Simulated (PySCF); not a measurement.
## Hf(OH)₃ + 3 HCl → HfCl₃ + 3 H₂O

Level: PBE0 in the def2-TZVP basis family, computed in PySCF with density fitting; scalar-relativistic core potentials for atoms from Rb on, none lighter, no spin–orbit coupling; open shells unrestricted.

```
species                                                                        state and structure       E (Eh)  ZPE (kJ/mol)  H(298 K) − H(0) (kJ/mol)  S° (J/(mol K))
Hf(OH)₃  doublet, C3h, Hf–O 1.925 Å (×3), O–H 0.951 Å (×3); H–O–Hf 170.1° (×3), O–Hf–O 120.0° (×3)   -275.50979          96.3                      23.8           371.3
    HCl                                                                 singlet, C∞v, H–Cl 1.279 Å   -460.66440          17.9                       8.7           186.6
  HfCl₃                                                           doublet, D3h, Hf–Cl 2.325 Å (×3)  -1428.40748           8.2                      18.7           356.1
    H₂O                                               singlet, C2v, O–H 0.960 Å (×2); H–O–H 105.1°    -76.37736          56.5                       9.9           188.7
```

(1) What is the electronic reaction energy?

(2) Add zero-point, thermal and entropy terms for 298.15 K and 1 bar.

Results:

(1) At PBE0/def2-TZVP, ΔE = -96.0 kJ/mol from the differences of the total energies times 2625.5, downhill. 

(2) ΔZPE = 27.7 and Δ[H(298) − H(0)] = -1.5 kJ/mol give ΔH° = -69.8 kJ/mol. ΔS° = -8.9 J/(mol K), so ΔG° = -69.8 − 298.15 × (-0.0089) = -67 kJ/mol and log₁₀K = 11.8.

Spin–orbit coupling can matter for Hf(OH)₃, HfCl₃ and is left out. Open d or f shells are single determinants, so the state found may not be the ground state. The structures come from searches over a few start shapes, so lower isomers are not excluded.
